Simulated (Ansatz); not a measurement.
`[BH2][GeH2][SiH2]C` + H₂O → `C[SiH2][GeH2][OH]` + BH₃ at 400 K and 1 bar (formal hydrolysis of a Ge–B bond).

Isolated molecules relaxed with PBE0-D4/def2-TZVP in Ansatz; ΔE leaves out vibrations. CBS: MP2 limit from def2 TZ/QZ plus the TZ coupled-cluster correction, frozen cores. This one scheme is used for every species. For Ge outer-core shells are correlated without core-valence functions, which leaves a few kJ/mol of doubt a bond. Scalar relativity is left out up to krypton. Each species was taken in one conformer, which may not be the lowest.

```tsv
species	CCSD(T)/CBS energy (Eh)	H − E (kJ/mol)	S (J/(mol·K))
`[BH2][GeH2][SiH2]C`	-2433.42808	275.2	426.7
H₂O	-76.37941	69.8	198.6
`C[SiH2][GeH2][OH]`	-2483.25863	256.6	415.2
BH₃	-26.55200	82.6	199.4
```

H − E and S are ideal-gas, rigid-rotor, harmonic terms from PBE0-D4/def2-TZVP, for one conformer and one mirror image of each species. 1 Eh = 2625.50 kJ/mol, R = 8.31446 J/(mol·K).

Problem. By hand: ΔE, ΔH, ΔS and ΔG.

Solution. ΔE = (-2483.25863) + (-26.55200) − (-2433.42808) − (-76.37941) = -0.00314 Eh = -8.2 kJ/mol. Δ(H − E) = 256.6 + 82.6 − 275.2 − 69.8 = -5.8, so ΔH = -14.0 kJ/mol. ΔS = 415.2 + 199.4 − 426.7 − 198.6 = -10.7 J/(mol·K). ΔG = -14.0 − 400 × (-10.7)/1000 = -9.7 kJ/mol.

Problem. By hand: the equilibrium constant, and the temperature at which ΔG would vanish if ΔH and ΔS stayed fixed.

Solution. log₁₀ K = −ΔG/(RT ln 10) = 1.3. ΔG = 0 at ΔH/ΔS = 1308 K, though so small a ΔS makes that figure unsure.

The number of gas molecules stays the same, so ΔS is small and ΔH decides. A doubt of 5 kJ/mol in ΔE shifts log₁₀ K by 0.7 here. Other conformers and mirror images would add mixing entropy, several J/(mol·K) or more a flexible species. Modes under 60 cm⁻¹, often nearly free rotors, make the harmonic entropy too high. These are equilibria of isolated gas molecules and say nothing of rates. Largest T1 diagnostic: 0.012 (customary marks: 0.02 for closed shells, 0.045 for open ones).
